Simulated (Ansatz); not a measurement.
Consider the ligand exchange at a B–C bond: `CB(F)F` + HCl → `FB(F)Cl` + CH₄.

Computed with Ansatz on PBE0-D4/def2-TZVP structures; ΔE is electronic, products minus reactants. CBS: MP2 limit from def2 TZ/QZ plus the TZ coupled-cluster correction, frozen cores. This one scheme is used for every species. DFT in def2-TZVPP. B3LYP here is the variant with VWN-RPA as its local correlation; programs differ in this. HSE06 is defined as in plane-wave codes.

`CB(F)F`:

```xyz
7

C    -0.025    0.383    0.585
B     0.048   -0.490   -0.699
F     0.277   -1.792   -0.668
F    -0.127    0.035   -1.902
H     0.234   -0.170    1.487
H     0.632    1.252    0.495
H    -1.038    0.781    0.701
```

HCl:

```xyz
2

Cl   -0.072    0.305   -0.557
H     0.072   -0.305    0.557
```

`FB(F)Cl`:

Z-matrix (Å, degrees):
```
B
F 1 1.310
Cl 1 1.740 2 120.5
F 1 1.310 2 119.0 3 180.0
```

CH₄:

```xyz
5

C     0.000    0.000    0.000
H     0.851   -0.262    0.629
H    -0.881   -0.545    0.336
H     0.218   -0.264   -1.034
H    -0.187    1.071    0.069
```

```csv
level,ΔE (kcal/mol),difference from CCSD(T)/CBS
B97M-V,-17.1,-1.8
B3LYP-D4,-16.2,-0.9
HSE06-D4,-16.0,-0.7
CAM-B3LYP-D4,-15.6,-0.3
PBE,-16.2,-0.9
B3LYP,-16.1,-0.8
r2SCANh,-16.8,-1.5
MP2/def2-TZVPP,-16.7,-1.4
CCSD(T)/def2-TZVPP,-15.7,-0.4
CCSD/CBS(def2),-15.0,0.3
CCSD(T)/CBS,-15.3,0
```

Largest T1 diagnostic among the species: 0.012.

Leaving LDA and LC-ωPBE aside and taking each functional with its dispersion term where it has one, the values spread over 1.5 kcal/mol, from B97M-V to CAM-B3LYP-D4. LDA lies +1.0 kcal/mol from PBE without D4. At CCSD(T), def2-SVP lies −3.1 kcal/mol from the extrapolated value and def2-TZVPP −0.4 kcal/mol.
